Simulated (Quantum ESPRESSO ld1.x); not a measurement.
Question: The table gives one normalised radial function P(r) = r R(r) of Ar+ in [Ne] 3s2 3p5 (r in bohr). All-electron calculation, non-relativistic Kohn-Sham, LDA (Slater exchange, Perdew-Wang correlation), spin-polarised, spherical densities, point nucleus; open shells are filled with parallel spins first. Program: ld1.x of Quantum ESPRESSO 7.5.

| r | P |
|---|---|
| 0.002788 | 0.1110 |
| 0.00366 | 0.1434 |
| 0.004804 | 0.1844 |
| 0.006255 | 0.2338 |
| 0.00821 | 0.2960 |
| 0.01078 | 0.3703 |
| 0.01415 | 0.4561 |
| 0.01857 | 0.5498 |
| 0.02418 | 0.6411 |
| 0.03173 | 0.7213 |
| 0.04165 | 0.7648 |
| 0.05467 | 0.7395 |
| 0.07176 | 0.6076 |
| 0.0942 | 0.3356 |
| 0.1227 | -0.0716 |
| 0.161 | -0.6002 |
| 0.2113 | -1.1349 |
| 0.2774 | -1.5189 |
| 0.3641 | -1.6092 |
| 0.4741 | -1.3802 |
| 0.6223 | -0.9317 |
| 0.8168 | -0.4761 |
| 1.072 | -0.1735 |
| 1.407 | -0.0415 |
| 1.832 | -0.0062 |
| 2.405 | -0.0005 |
| 3.157 | 0.0000 |
| 4.144 | 0.0000 |
| 5.439 | 0.0000 |
| 7.083 | 0.0000 |
| 9.296 | 0.0000 |
| 12.2 | 0.0000 |

Which n and l does it have? It may be an empty orbital.

Answer: n = 2, l = 0: the number of nodes gives n - l - 1 = 1, the rise at small r (about r^(l+1)) gives l, and the extent must fit the shell. The curve is that of 2s down; the table hardly tells the two spins apart. 2s down: eigenvalue -307.42 eV, 1 radial node at r = 0.118 bohr, <r> = 0.418 bohr, 90 % of the charge inside 0.652 bohr.
